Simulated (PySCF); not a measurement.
Electron correlation in B (boron, neutral)

[He] 2s1 2p2, high-spin 4P determinant (an excited configuration). Calculation: PySCF 2.14, in aug-cc-pVTZ with one added diffuse shell each of s, p, d, f type (6s5p4d3f, 62 functions); no relativity, point nucleus. Frozen: 1s2; 3 electrons correlated.

| level | correlation energy (mhartree) |
| --- | --- |
| CCSD | -16.11 |
| (T) | -0.11 |
| CCSD(T) | -16.22 |

Diagnostics: T1 = 0.0042, D1 = 0.0067, largest double amplitude 0.036.

Cost of the coupled-cluster step: about 1.8 core-seconds, for 3 correlated electrons.
